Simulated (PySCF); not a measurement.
GeH₅O₃P, SMILES [OH][Ge]([OH])([OH])[PH2].

Geometry optimised at B3LYP-D3(BJ)/def2-SVP. This is a generated structure with no PubChem entry under its InChIKey; it may be hypothetical. Other conformers were not sampled.

Two levels are set side by side: TDA-PBE/def2-SVPD (PySCF) and TDA-LC-ωPBE/def2-SVPD (PySCF). Vertical, same geometry. The lowest singlet is HOMO→LUMO 82 % with PBE and HOMO→LUMO+2 58 %, HOMO→LUMO 21 % with the other functional; states are paired by order. Differences are taken from unrounded values.

```json
[
 {"quantity": "lowest singlet excitation (eV)", "TDA-LC-ωPBE": "7.09"},
 {"quantity": "lowest triplet excitation (TDA) (eV)", "TDA-LC-ωPBE": "5.53"},
 {"quantity": "first bright state (f over 0.05) (eV)", "TDA-LC-ωPBE": "7.09"},
 {"quantity": "its oscillator strength", "TDA-LC-ωPBE": "0.11"}
]
```

Q: What does TDA-PBE give, and how far is it from TDA-LC-ωPBE? (Estimate from the structure and the level; the computed values follow.)

A: 
```tsv
quantity	TDA-PBE	TDA-PBE minus TDA-LC-ωPBE
lowest singlet excitation (eV)	5.57	-1.52
lowest triplet excitation (TDA) (eV)	4.95	-0.58
first bright state (f over 0.05) (eV)	5.57	-1.52
its oscillator strength	0.11	0.00
```

A lower first singlet is the usual sign of a functional without exact exchange. Differences between two approximate levels are no errors against the true value.

Rough cost on one machine, each run with all the roots and properties that it gave: TDA-LC-ωPBE against TDA-PBE about 3 times.
